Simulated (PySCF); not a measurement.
Checking a proposed structure

A compound C5H11FSi gives the data below (simulated from a calculation) and was assigned the structure `C/C(F)=C(/C)C[SiH3]`.

$^{13}$C{$^{1}$H} NMR (computed): δ 170.2 (CH), 105.7 (CH), 21.2 (CH3, 2C), 16.8 (CH).

$^{1}$H NMR (300 MHz, computed): δ 7.33 (m, 1H), 5.09 (m, 1H), 4.21 (m, 2H), 1.50 (m, 1H), 1.15 (d, 6H).

[PySCF 2.14: shieldings: GIAO PBE0/pcSseg-1; coordinates at the GFN2-xTB level; non-relativistic Hamiltonian; equivalent nuclei averaged; one conformer; gas phase]

Scale: $^{1}$H, $^{13}$C vs TMS (reference shieldings calculated alike).

Problem. Compare with the shifts computed for the proposed structure, pairing carbons in order of shift.

Solution. Numbering as in the mapped SMILES `[CH3:1]/[C:2]([F:3])=[C:4](/[CH3:5])[CH2:6][SiH3:7]`; H(Xn) means a hydrogen on atom n.

```json
{"atom": "C2", "computed for proposal": "159.3", "given list": "170.2", "difference": "-10.9"}
{"atom": "C4", "computed for proposal": "116.3", "given list": "105.7", "difference": "+10.6"}
{"atom": "C1", "computed for proposal": "18.0", "given list": "21.2", "difference": "-3.2"}
{"atom": "C5", "computed for proposal": "16.9", "given list": "21.2", "difference": "-4.3"}
{"atom": "C6", "computed for proposal": "15.1", "given list": "16.8", "difference": "-1.7"}
```

The rms difference is 7.2 ppm and the largest -10.9 ppm at C2 (fully substituted alkene carbon). The proposal also would give 5 carbon signals, not 4. The carbon types in order of shift don't match either: C, C, CH3, CH3, CH2 for the proposal against CH, CH, CH3, CH3, CH in the data. The proposal doesn't fit.

Problem. Which isomer fits?

Solution. `CC(C)[SiH2]/C=C\F`.

- Carbon types of the structure: 3 × CH, 2 × CH3, leaving 2 H on heteroatoms.
- δC 170.2, 105.7: alkene CH.
- δC 21.2: methyl carbon; aliphatic region, no heteroatom directly attached.
- δH 7.33, 5.09: hydrogen on an alkene CH; attached to an sp2 carbon and in the plane of the double bond.
- δH 1.15: hydrogen on a methyl carbon.

Other isomers checked: C/C=C(\F)[SiH2]CC (rms 13.3 ppm); CC/C=C/C[SiH2]F (rms 15.8 ppm).

The shifts were computed for this structure.

Splittings by $^{19}$F in the carbon and heteronuclear signals aren't shown, as no couplings were computed. Shifts are as computed. Against solution values, carbons near 30 ppm lie about +3 ppm off and those near 130 ppm about +5 ppm. Of 1309 compounds with measured shifts, 239 miss one by over three times the rms of a fit or turn the order of signals round; such compounds aren't used in these exercises. No couplings were computed; multiplicities are counted from neighbouring protons, with m where these are inequivalent, close in shift, in a saturated or five-membered ring or joined by F or P, and br s for small geminal =CH2 splittings.
